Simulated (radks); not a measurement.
The numbers below are computed, except where a source is named.
Removal energies from the strontium ion Sr6+, [Ar] 3d10 4s2 4p2, by Delta-SCF beside the eigenvalue of the level emptied. Code: a radial shooting solver on a logarithmic mesh with Libxc functionals. Model: scalar-relativistic Kohn-Sham, r2SCAN, spin-polarised, spherical densities, finite nucleus; meta-GGA in the generalised Kohn-Sham scheme; Fermi nuclear charge, rms radius of each element as measured or else 0.836 A^(1/3) + 0.57 fm. Open shells are filled with parallel spins first.

removed from,final configuration,Delta-SCF (eV),-eigenvalue (eV)
4p,[Ar] 3d10 4s2 4p1,105.21,97.537
4s,[Ar] 3d10 4s1 4p2,121.47,114.55
3d,[Ar] 3d9 4s2 4p2,233.30,215.33
3p,[Ne] 3s2 3p5 3d10 4s2 4p2,364.42,346.82
